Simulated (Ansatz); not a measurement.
`[F][In]([Cl])[GeH3]` → `[F][InH][Cl]` + `[GeH2]`  (germylene loss)

Isolated molecules relaxed with PBE0-D4/def2-TZVP in Ansatz; ΔE leaves out vibrations. CCSD(T)/CBS adds triple-zeta CCSD(T) − MP2 to the extrapolated MP2 energy (def2 sets, frozen cores). Functionals use def2-TZVPP. Elements past krypton have def2 core potentials. For Ge, In outer-core shells are correlated without core-valence functions, which leaves a few kJ/mol of doubt a bond. Scalar relativity is left out up to krypton.

| level | ΔE (kcal/mol) |
| --- | --- |
| PBE-QIDH | 60.6 |
| r2SCAN0 | 59.7 |
| HF/def2-SVP | 50.5 |
| SCS-MP2/def2-QZVPP | 57.3 |

(1) What does CCSD(T)/CBS give? (Estimate.)

Largest T1 diagnostic among the species: 0.015.

Results:

(1) Ansatz gave: +56.9 kcal/mol. The listed levels differ from it by 3.7, 2.8, -6.4, 0.4 kcal/mol.

From BLYP to BHLYP (50 % exact exchange), in def2-TZVPP and without D4, ΔE moves by +4.7 kcal/mol. In def2-TZVPP, CCSD(T) changes the Hartree–Fock value by +8.1 kcal/mol (the triples alone add +1.1 kcal/mol) and MP2 by +12.8 kcal/mol.
